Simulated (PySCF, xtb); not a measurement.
**A geometry optimisation of H5NO2Si with r2SCAN-D4/def2-SVP**

The starting geometry of this gas-phase singlet was built from a drawn formula by distance geometry and a force field; its bonds are those of `[O-][NH2+][SiH2]O`.

```xyz
9

N    -0.3755    0.6069    0.9022
O    -1.3185   -0.3268    0.6557
O    -2.7282    1.7039    1.6781
Si   -1.1553    2.1349    1.3884
H     0.2277    0.8907    0.0892
H     0.3034    0.3736    1.7009
H    -1.0725    3.1578    0.3271
H    -0.5236    2.6540    2.6660
H    -2.8683    0.7784    1.3722
```

Where would you expect an optimisation with r2SCAN-D4/def2-SVP to take it?

It rearranges, giving a structure given below by its coordinates. Distances that change by over a tenth: N1–Si4 (1.78 → 2.00 Å). Contacts that open: O3–H9 (0.98 → 1.49 Å). Contacts that close: O2–H9 (2.03 → 1.06 Å).

The energy falls by 0.57 eV over 26 steps:

| step | E − E(last) (eV) |
| --- | --- |
| 1 | 0.574 |
| 4 | 0.168 |
| 7 | 0.124 |
| 9 | 0.112 |
| 12 | 0.069 |
| 15 | 0.008 |
| 18 | 0.003 |
| 20 | 0.002 |
| 23 | 0.000 |
| 26 | 0.000 |

Final geometry (Å):

```yaml
atoms:
  - { symbol: N, position_ang: [0.0344, 1.1767, 1.0414] }
  - { symbol: O, position_ang: [-0.9606, 0.2000, 0.9425] }
  - { symbol: O, position_ang: [-2.3672, 2.1045, 1.6361] }
  - { symbol: Si, position_ang: [-0.9709, 2.8267, 1.5759] }
  - { symbol: H, position_ang: [0.5181, 1.2478, 0.1370] }
  - { symbol: H, position_ang: [0.7358, 0.8677, 1.7270] }
  - { symbol: H, position_ang: [-0.5998, 3.7529, 0.4623] }
  - { symbol: H, position_ang: [-0.2248, 3.2256, 2.8086] }
  - { symbol: H, position_ang: [-1.7929, 0.7956, 1.2213] }
```

From the same start GFN2-xTB reaches the same bonding as this run.

The end wasn't checked by frequencies. Run with PySCF 2.14.0, 6 min on 2 threads of AMD EPYC 7571, with other jobs on the host.
